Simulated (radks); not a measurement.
Valence configurations of neutral lead. All-electron calculation, scalar-relativistic Kohn-Sham, SCAN, spin-unpolarised, spherical densities, finite nucleus; meta-GGA in the generalised Kohn-Sham scheme; Fermi nuclear charge, rms radius 5.5012 fm. Program: a radial shooting solver on a logarithmic mesh with Libxc functionals. Energies are relative to [Hg] 6p2; eigenvalues in eV.

| valence | E (eV) | e(4f) | e(5d) | e(6p) | e(6s) |
|---|---|---|---|---|---|
| [Hg] 6p2 | 0.000 | -134.30 | -21.621 | -3.628 | -12.509 |
| [Xe] 4f14 5d10 6s1 6p3 | 9.136 | -136.11 | -23.347 | -4.377 | -13.683 |
| [Xe] 4f14 5d9.5 6s2 6p2.5 | 9.428 | -137.37 | -23.875 | -4.143 | -13.484 |
| [Xe] 4f13 5d10 6s2 6p3 | 139.83 | -153.72 | -27.844 | -4.673 | -14.585 |
| [Xe] 4f14 5d10 6p4 | 18.539 | -137.87 | -25.010 | -4.982 | - |
| [Xe] 4f12 5d10 6s2 6p4 | 298.27 | -173.64 | -34.117 | -5.781 | -16.760 |
| [Xe] 4f14 5d9 6s2 6p3 | 19.716 | -140.42 | -26.068 | -4.641 | -14.467 |
| [Xe] 4f13 5d9 6s2 6p4 | 164.65 | -159.88 | -32.184 | -5.739 | -16.631 |
| [Xe] 4f14 5d10 6s0.5 6p3.5 | 13.816 | -137.00 | -24.194 | -4.686 | -14.091 |
| [Xe] 4f13 5d10 6p5 | 160.50 | -157.05 | -30.962 | -5.976 | - |

NIST lists [Hg] 6p2 as the ground configuration; this level of theory agrees among the configurations tried. The energies are those of spherical spin-averaged densities, not of single terms.
